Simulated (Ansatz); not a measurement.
Gas-phase electronic energies from Ansatz, PBE0-D4/def2-TZVP geometries. CCSD(T)/CBS is the MP2 limit (def2-TZVPP, def2-QZVPP) plus CCSD(T) − MP2 in def2-TZVPP, frozen cores. DFT in def2-TZVPP. B3LYP here is the variant with VWN-RPA as its local correlation; programs differ in this. For Mg, Se outer-core shells are correlated without core-valence functions, which leaves a few kJ/mol of doubt a bond. Scalar relativity is left out up to krypton. One conformer a species, not always the lowest.

Consider the ligand exchange at the Si–O bond: `[CH3][Mg][O][SiH3]` + `N=C[SeH]` → `[SiH3]/N=C\[SeH]` + `[CH3][Mg][OH]`.

| level | ΔE (kJ/mol) | difference from CCSD(T)/CBS |
| --- | --- | --- |
| r2SCAN-D4 | 72.3 | -7.6 |
| PBE0-D4 | 71.8 | -8.1 |
| B3LYP-D4 | 72.1 | -7.8 |
| ωB97X-V | 79.6 | -0.3 |
| B2PLYP | 78.1 | -1.8 |
| r2SCAN | 73.1 | -6.8 |
| PBE0 | 74.9 | -5.0 |
| B3LYP | 78.0 | -1.9 |
| HF/def2-TZVPP | 97.1 | 17.2 |
| MP2/def2-TZVPP | 76.6 | -3.3 |
| SCS-MP2/def2-TZVPP | 82.3 | 2.4 |
| CCSD/def2-TZVPP | 85.3 | 5.4 |
| CCSD(T)/def2-TZVPP | 81.6 | 1.7 |
| HF/def2-QZVPP | 98.6 | 18.7 |
| MP2/def2-QZVPP | 76.2 | -3.7 |
| HF/CBS(def2) | 98.8 | 18.9 |
| CCSD(T)/CBS | 79.9 | 0 |

Largest T1 diagnostic among the species: 0.013.

The D4 term adds −5.8 kJ/mol with B3LYP and −3.1 kJ/mol with PBE0; it sums over pairs of atoms, weighted by their polarisabilities, and B3LYP, whose exchange is more repulsive, gets the larger term. From PBE to PBE0 (25 % exact exchange), in def2-TZVPP and without D4, ΔE moves by +7.1 kJ/mol. In def2-TZVPP, CCSD(T) changes the Hartree–Fock value by −15.5 kJ/mol (the triples alone add −3.7 kJ/mol) and MP2 by −20.5 kJ/mol.
